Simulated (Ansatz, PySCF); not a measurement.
Reaction (SMILES): C#CB(Cl)Cl [dichloro(ethynyl)borane] → Cl[B]Cl + [C]#C (the B-C bond at the site shown breaks; other sites are not compared here)
Structures are relaxed separately at B3LYP-D3(BJ)/def2-TZVP in Ansatz (a program for electronic structure). Markedly spin-contaminated UHF reference, which strains HF, MP2 and, less, CCSD(T): [C]#C. High T1 diagnostic, so coupled cluster is less sure: [C]#C.

Wanted: bond dissociation energy (enthalpy at 298 K, with B3LYP-D3(BJ) rigid-rotor harmonic-oscillator terms from PySCF), in eV. Cores are frozen in the correlated levels unless marked. Open shells are spin-unrestricted. Spin-orbit coupling is left out. No relativistic terms. CBS(X,Y): correlation extrapolated as X^-3; Hartree-Fock from the larger set.

```json
[
 {"level": "PBE-D3(BJ)/def2-TZVPD", "program": "Ansatz + dftd3", "bond dissociation energy (eV)": "6.17"},
 {"level": "BLYP-D4/def2-TZVPD", "program": "Ansatz + dftd4", "bond dissociation energy (eV)": "6.11"},
 {"level": "r2SCAN-D4/def2-TZVPD", "program": "Ansatz + dftd4", "bond dissociation energy (eV)": "5.95"},
 {"level": "PBE0-D4/def2-TZVPD", "program": "Ansatz + dftd4", "bond dissociation energy (eV)": "6.16"}
]
```

Estimate the value at CCSD(T)/CBS(cc-pV(T+d)Z,cc-pV(Q+d)Z) as computed with Ansatz.

6.19 eV, so PBE0-D4/def2-TZVPD differs from it by -0.03 eV.
